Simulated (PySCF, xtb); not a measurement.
C2H7Si, SMILES C[SiH2][CH2], multiplicity 2.

Harmonic wavenumbers (cm⁻¹) from xtb with GFN2-xTB at its own minimum, in rising order: 49, 124, 192, 433, 522, 557, 650, 709, 768, 789, 821, 831, 868, 1377, 1394, 1497, 1499, 2141, 2187, 3037, 3038, 3043, 3093, 3134.

Task: What does PBE-D3(BJ)/def2-SVP in PySCF give at its own minimum? (Estimate from the structure and the level; the computed values follow.)

Result: 47, 163, 205, 436, 523, 584, 653, 675, 740, 800, 849, 879, 911, 1214, 1319, 1385, 1387, 2099, 2140, 2978, 3062, 3078, 3082, 3165. Paired by order, the mean absolute difference is 41 cm⁻¹ and the zero-point energies are 46.8 and 46.3 kcal/mol.
